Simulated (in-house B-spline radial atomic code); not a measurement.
I³⁺ is squeezed into an impenetrable sphere of radius R (the orbitals vanish at R). No spin polarisation. Method: non-relativistic LDA VWN5, spherical fractional occupations, point nucleus. Calculated with a B-spline radial code for spherical atoms.

Energies in eV above the free ion in [Kr] 4d10 5s2 5p2:

| R (bohr) | highest level (eV) | [Kr] 4d10 5s2 5p2 | [Kr] 4d10 5s1 5p3 | [Ar] 3d10 4s2 4p5 4d10 5s2 5p2 5d1 | -dE/dV in [Kr] 4d10 5s2 5p2 (GPa) |
| --- | --- | --- | --- | --- | --- |
| 9.56 | -34.4 | 0 | 10.51 | 141.5 | 3.95e-06 |
| 6.74 | -34.4 | 0.00318 | 10.51 | 141.5 | 0.0158 |
| 5.29 | -34.3 | 0.1268 | 10.67 | 142 | 0.956 |
| 4.09 | -32.9 | 2.161 | 13.06 | 145.9 | 25.3 |
| 3.37 | -28.7 | 10.75 | 22.7 | 158.7 | 179 |
| 2.95 | -22.2 | 27.02 | 40.37 | 181.2 | 589 |
| 2.75 | -16.8 | 42.1 | 56.46 | 201.3 | 1070 |
| 2.06 | 33.1 | 214.3 | 235.3 | 417.1 | 11100 |
| 1.89 | 62.8 | 334.4 | 358 | 561.3 | 21700 |
| 1.25 | 430 | 2370 | 2403 | 2856 | 457000 |

(1) Does [Kr] 4d10 5s1 5p3 fall below [Kr] 4d10 5s2 5p2 under compression?

(2) Does [Ar] 3d10 4s2 4p5 4d10 5s2 5p2 5d1 fall below [Kr] 4d10 5s2 5p2 under compression?

The highest level is first positive in the row R = 2.06 bohr, pushed up by confinement above the zero of the free ion's potential. Each configuration is held fixed and needn't be the lowest in the sphere.

## Answers

(1) No, it stays above over the whole range.

(2) No, it stays above over the whole range.
